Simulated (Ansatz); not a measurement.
Computed with Ansatz on PBE0-D4/def2-TZVP structures; ΔE is electronic, products minus reactants. CCSD(T)/CBS is the MP2 limit (def2-TZVPP, def2-QZVPP) plus CCSD(T) − MP2 in def2-TZVPP, frozen cores. Functionals use def2-TZVPP. For Ge, Se outer-core shells are correlated without core-valence functions, which leaves a few kJ/mol of doubt a bond. Scalar relativity is left out up to krypton. Each species was taken in one conformer, which may not be the lowest.

Consider the redistribution: `CO[SiH](F)[O][GeH3]` + `CC(C)=[Se]` → `C[C]([GeH3])=[Se]` + `CO[SiH](F)OC`.

CCSD(T)/CBS gives +128.6 kJ/mol.

Question: Another level gave +127.2 kJ/mol. Which?
A. PBE-D4/def2-TZVPP
B. MP2/def2-TZVPP
C. PBE0-D4/def2-TZVPP
D. HF/def2-TZVPP

Answer: C. PBE0-D4 127.2, MP2/def2-TZVPP 132.9, HF/def2-TZVPP 143.6, PBE-D4 121.0 kJ/mol.

Largest T1 diagnostic among the species: 0.016.

From PBE to PBE0 (25 % exact exchange), in def2-TZVPP and without D4, ΔE moves by +6.1 kJ/mol. In def2-TZVPP, CCSD(T) changes the Hartree–Fock value by −14.3 kJ/mol (the triples alone add −1.9 kJ/mol) and MP2 by −10.6 kJ/mol.
